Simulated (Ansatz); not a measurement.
A structure relaxed at PBE-D4/def2-TZVP in Ansatz, charge 0, singlet:

Cartesian coordinates in Å:
```
Ta 0.730 0.326 1.094
Ta 0.580 0.269 -1.195
Si -1.310 -0.595 0.101
```

(1) Give its formula and point group.

(2) Summarise the bond lengths by kind (pairs closer than 1.2 times the sum of covalent radii, bridged metal pairs left out).

## Answers

(1) the cluster Ta₂Si. Point group C2v (tolerance 0.1 Å).

(2) 2 × Si–Ta 2.45 Å; 1 × Ta–Ta 2.30 Å.

In the def2 sets Ta takes a core potential; there is no spin–orbit coupling. The restricted singlet is unstable: a solution with broken spin symmetry lies lower. The structure comes from a short search, and lower isomers may exist.
